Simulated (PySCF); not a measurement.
**[PbCl3(H2O)]+ at several levels of theory**

Computed with PySCF 2.14.0 (density fitting, no spin-orbit coupling) at the geometry relaxed with PBE0:

```xyz
7
[PbCl3(H2O)]+ (singlet)
Pb    0.0608   -0.1022    0.1022
Cl    1.1346    1.7161    1.1926
Cl   -1.6296   -1.2813    1.2813
Cl    1.1346   -1.1926   -1.7161
O    -1.2857    1.2443   -1.2443
H    -1.5114    2.1689   -1.0550
H    -1.5114    1.0550   -2.1689
```

```csv
level,basis,state,HOMO (eV),gap (eV),charge on Pb1 (e),dipole about the centre of mass (D),largest force component (eV/Å)
PBE0,"Pb def2-SVP with ECP60, Cl def2-SVP, O def2-SVP, H def2-SVP",singlet,-14.21,4.38,1.01,5.04,0.01
revPBE,the same,singlet,-12.66,2.24,0.93,5.00,0.48
PBE,the same,singlet,-12.68,2.21,0.88,5.02,0.46
```

Charges are Mulliken's, which hang on the basis. The relaxation used the grid (50, 194), these runs (75, 302) or, all-electron (x2c bases, spin-free X2C Hamiltonian), (99, 590).

(1) What does PBE0 with Pb def2-TZVP with ECP60, Cl def2-TZVP, O def2-TZVP, H def2-TZVP give here?

Answers

(1) state singlet, HOMO (eV) -14.26, gap (eV) 4.48, charge on Pb1 (e) 1.19, dipole about the centre of mass (D) 4.84, largest force component (eV/Å) 0.47. Time: 45 s on 2 threads of Intel(R) Xeon(R) Processor @ 2.50GHz (Skylake/Cascade Lake), on a shared host, from free ions and atoms.
